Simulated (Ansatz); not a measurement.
Ansatz (a first-principles code) input (HSE06/def2-TZVPD):

Ansatz 0.2 input:
```yaml
crystal:
  periodic: [false, false, false]
  atoms:
    - {symbol: Si, position_ang: [-0.66022217, -0.36529988, -0.01831391]}
    - {symbol: F, position_ang: [-1.33033620, 1.07960417, -0.10893525]}
    - {symbol: Cl, position_ang: [1.37319119, -0.14594638, 0.07402386]}
    - {symbol: H, position_ang: [-1.00303459, -1.10929614, -1.23886054]}
    - {symbol: H, position_ang: [-1.12507936, -1.01185463, 1.21726677]}
basis:
  gaussian:
    orbitals: def2-TZVPD
hamiltonian:
  xc: {name: HSE06}
output: {forces: true}
```

Output:

```
Functional definition: HSE06
integrals: 0.08 GiB planned
903 factors; their error is unknown
integrals: 0.11 GiB planned
94 factors; integrals over basis functions are off by at most 1.3e-5 eV
mean field: 0.62 GiB planned
mean field evaluation 1: about -23142.6317 eV, gradient 3.1e1 eV
mean field evaluation 2: about -23140.4887 eV, gradient 5.1e1 eV
mean field evaluation 4: about -23144.0429 eV, gradient 1.0e0 eV
mean field evaluation 8: about -23144.0872 eV, gradient 9.1e-2 eV
mean field evaluation 16: about -23144.0872 eV, gradient 3.5e-5 eV
mean field -23144.08721502 eV, -850.5295175262 hartree, gradient 3.5e-5 eV, S^2 0.000000; 0 other end points of the search recorded, 0 dependent functions left out
the calculation of the forces begins
reference -23144.08727170 eV, -850.5295196092 hartree; 21, 21 occupied and 126, 126 virtual orbitals, 903 factors
Total energy: -23144.08727170 eV, -850.5295196092 hartree
Atom 0 at    -0.660222    -0.365300    -0.018314 Å, force     0.146216     0.253286    -0.002783 eV/Å
Atom 1 at    -1.330336     1.079604    -0.108935 Å, force     0.085446    -0.161073     0.010636 eV/Å
Atom 2 at     1.373191    -0.145946     0.074024 Å, force    -0.197343    -0.016880    -0.009136 eV/Å
Atom 3 at    -1.003035    -1.109296    -1.238861 Å, force    -0.013050    -0.040947    -0.082065 eV/Å
Atom 4 at    -1.125079    -1.011855     1.217267 Å, force    -0.021269    -0.034385     0.083348 eV/Å
Dipole moment:    -0.119344    -0.265991     0.004622 e Å
```
